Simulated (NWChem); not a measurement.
System: SiH4SeS; SMILES [SiH3][Se]S

Here is an NWChem input.

```
start job
memory heap 200 mb stack 900 mb global 1100 mb
geometry units angstroms noautosym nocenter noautoz
  Se     0.855195    -0.063453     0.002927
  S     -0.696608    -1.660899     0.118040
  H     -0.847187    -1.837791    -1.215943
  Si    -0.646184     1.670493    -0.015800
  H     -1.486524     1.647825     1.215099
  H     -1.517387     1.587899    -1.224427
  H      0.171989     2.920707    -0.061262
end
basis spherical
  Se library def2-svpd
  S library def2-svpd
  H library def2-svpd
  Si library def2-svpd
end
dft
  xc xpbe96 cpbe96
  iterations 150
end
property
  response 1 0.0
end
task dft property
```

Structure relaxed at the PBE0/def2-SVP level.

Static field.

Give the results of this calculation. (PBE/def2-SVPD.) Quantities: isotropic polarisability (bohr³); anisotropy (bohr³).


```yaml
isotropic polarisability (bohr³): 82.9
anisotropy (bohr³): 31.8
```
